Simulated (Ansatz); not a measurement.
CH3AlNO, SMILES `[NH2][Al-][CH]=O` (excited triplet) (charge -1, multiplicity 3). This triplet is an excited state, 1.08 eV above the relaxed singlet at the level frozen-core CCSD(T)/aug-cc-pVDZ // PBE0-D3(BJ)/def2-TZVPD (Ansatz, an electronic-structure program).

All values below come from BLYP/aug-cc-pVTZ // PBE0-D3(BJ)/def2-TZVPD in Ansatz.

Ansatz 0.2 input:
```yaml
crystal:
  periodic: [false, false, false]
  atoms:
    - { symbol: N, position_ang: [1.609638, 0.224398, 0.351988] }
    - { symbol: Al, position_ang: [0.315482, -0.694407, -0.597705] }
    - { symbol: C, position_ang: [-1.529482, -0.224481, -0.105566] }
    - { symbol: O, position_ang: [-2.669146, -0.50094, -0.514759] }
    - { symbol: H, position_ang: [2.396467, -0.270467, 0.747194] }
    - { symbol: H, position_ang: [1.331446, 0.95187, 0.999972] }
    - { symbol: H, position_ang: [-1.4544, 0.514027, 0.757161] }
basis:
  gaussian: { orbitals: aug-cc-pVTZ }
hamiltonian:
  xc: blyp
total_charge: -1
magnetization:
  spin_polarized: true
  initial_magnetization: 2
```

Output:

```
Functional definition: BLYP
1165 factors; their error is unknown
mean field evaluation 1: about -11210.2158 eV, gradient 4.9e1 eV
mean field evaluation 2: about -11098.5186 eV, gradient 1.2e2 eV
mean field evaluation 4: about -11216.0214 eV, gradient 3.4e1 eV
mean field evaluation 8: about -11220.7787 eV, gradient 6.0e-1 eV
mean field evaluation 16: about -11220.7490 eV, gradient 3.7e-3 eV
mean field evaluation 32: about -11217.9875 eV, gradient 8.6e0 eV
mean field evaluation 64: about -11216.7477 eV, gradient 6.7e0 eV
mean field -11220.74904538 eV, -412.3549217207 hartree, gradient 1.3e-5 eV, S^2 2.003457; 6 other end points of the search recorded, 0 dependent functions left out
reference -11220.74937274 eV, -412.3549337511 hartree; 20, 18 occupied and 237, 239 virtual orbitals, 1165 factors
Total energy: -11220.74937274 eV, -412.3549337511 hartree
```
